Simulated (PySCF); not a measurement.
## [Lu(H2O)3]3+ at several levels of theory

Computed with PySCF 2.14.0 (density fitting, no spin-orbit coupling) at the geometry relaxed with B3LYP:

```xyz
10
[Lu(H2O)3]3+ (singlet)
Lu    0.0000    0.0000    0.0000
O     2.1601    0.0000    0.0000
H     2.7777   -0.7398    0.2431
H     2.7777    0.7397   -0.2431
O    -1.0800    1.8707    0.0000
H    -0.7482    2.7755    0.2431
H    -2.0295    2.0357   -0.2431
O    -1.0801   -1.8707    0.0000
H    -2.0295   -2.0357    0.2431
H    -0.7482   -2.7755   -0.2431
```

| level | basis | state | HOMO (eV) | gap (eV) | charge on Lu1 (e) | population of f-type functions on Lu1 (core shells left out) | dipole about the centre of mass (D) | largest force component (eV/Å) |
| --- | --- | --- | --- | --- | --- | --- | --- | --- |
| B3LYP | Lu def2-SVP with ECP28, O def2-SVP, H def2-SVP | singlet | -25.47 | 7.62 | 1.95 | 14.04 | 0.00 | 0.01 |
| BP86 | the same | singlet | -24.05 | 5.80 | 1.88 | 14.04 | 0.00 | 0.51 |
| PBE | the same | singlet | -23.93 | 5.54 | 1.87 | 14.04 | 0.00 | 0.43 |
| TPSS | the same | singlet | -24.03 | 5.88 | 1.92 | 14.04 | 0.00 | 0.39 |
| r2SCAN | the same | singlet | -24.38 | 6.49 | 1.98 | 14.04 | 0.00 | 0.22 |

Charges are Mulliken's, which hang on the basis. The relaxation used the grid (50, 194), these runs (75, 302) or, all-electron (x2c bases, spin-free X2C Hamiltonian), (99, 590).

Problem. What does B3LYP with Lu def2-TZVP with ECP28, O def2-TZVP, H def2-TZVP give here?

Solution. state singlet, HOMO (eV) -25.50, gap (eV) 7.63, charge on Lu1 (e) 2.15, population of f-type functions on Lu1 (core shells left out) 14.03, dipole about the centre of mass (D) 0.00, largest force component (eV/Å) 0.52. Time: 91 s on 4 threads of Arm Neoverse V1 (shared host), from free ions and atoms.

In the first row's basis the gap widens with exact exchange: 5.5 to 6.5 eV for PBE, BP86, TPSS, r2SCAN (none); 7.6 eV for B3LYP (a fixed share).

A frequency check found unstable modes (1, the lowest at -29 cm⁻¹), so the relaxed geometry is a saddle point, or these are noise.
